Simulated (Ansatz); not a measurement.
Computed with Ansatz on PBE0-D4/def2-TZVP structures; ΔE is electronic, products minus reactants. CBS: MP2 limit from def2 TZ/QZ plus the TZ coupled-cluster correction, frozen cores. This one scheme is used for every species. Functionals use def2-TZVPP. B3LYP here is the variant with VWN-RPA as its local correlation; programs differ in this. HSE06 is defined as in plane-wave codes. One conformer a species, not always the lowest.

`C#C[SiH](Cl)OC` + H₂ → `CO[SiH2]Cl` + acetylene  (hydrogenolysis of the Si–C bond)

```json
{"level": "BLYP-D4", "ΔE (kJ/mol)": "28.6", "difference from CCSD(T)/CBS": "4.3"}
{"level": "r2SCAN-D4", "ΔE (kJ/mol)": "29.2", "difference from CCSD(T)/CBS": "4.9"}
{"level": "r2SCANh-D4", "ΔE (kJ/mol)": "27.5", "difference from CCSD(T)/CBS": "3.2"}
{"level": "B2PLYP", "ΔE (kJ/mol)": "20.1", "difference from CCSD(T)/CBS": "-4.2"}
{"level": "r2SCAN", "ΔE (kJ/mol)": "27.1", "difference from CCSD(T)/CBS": "2.8"}
{"level": "B3LYP", "ΔE (kJ/mol)": "13.5", "difference from CCSD(T)/CBS": "-10.8"}
{"level": "HSE06", "ΔE (kJ/mol)": "17.6", "difference from CCSD(T)/CBS": "-6.7"}
{"level": "RPA@PBE/def2-TZVPP", "ΔE (kJ/mol)": "21.7", "difference from CCSD(T)/CBS": "-2.6"}
{"level": "HF/def2-SVP", "ΔE (kJ/mol)": "-1.8", "difference from CCSD(T)/CBS": "-26.1"}
{"level": "MP2/def2-SVP", "ΔE (kJ/mol)": "22.8", "difference from CCSD(T)/CBS": "-1.5"}
{"level": "CCSD(T)/def2-SVP", "ΔE (kJ/mol)": "14.6", "difference from CCSD(T)/CBS": "-9.7"}
{"level": "SCS-MP2/def2-TZVPP", "ΔE (kJ/mol)": "25.5", "difference from CCSD(T)/CBS": "1.2"}
{"level": "CCSD/def2-TZVPP", "ΔE (kJ/mol)": "17.8", "difference from CCSD(T)/CBS": "-6.5"}
{"level": "MP2/def2-QZVPP", "ΔE (kJ/mol)": "32.4", "difference from CCSD(T)/CBS": "8.1"}
{"level": "SCS-MP2/def2-QZVPP", "ΔE (kJ/mol)": "26.0", "difference from CCSD(T)/CBS": "1.7"}
{"level": "CCSD/CBS(def2)", "ΔE (kJ/mol)": "18.8", "difference from CCSD(T)/CBS": "-5.5"}
{"level": "CCSD(T)/CBS", "ΔE (kJ/mol)": "24.3", "difference from CCSD(T)/CBS": "0"}
```

Largest T1 diagnostic among the species: 0.013.

The D4 term adds +11.0 kJ/mol with B3LYP and +6.3 kJ/mol with PBE0; it sums over pairs of atoms, weighted by their polarisabilities, and B3LYP, whose exchange is more repulsive, gets the larger term. Leaving LDA and LC-ωPBE aside and taking each functional with its dispersion term where it has one, the values, not all of them listed here, spread over 13.5 kJ/mol, from CAM-B3LYP-D4 to revPBE-D4. LDA lies +3.5 kJ/mol from PBE without D4. From r2SCAN to r2SCAN0 (25 % exact exchange), in def2-TZVPP and without D4, ΔE moves by −4.7 kJ/mol.
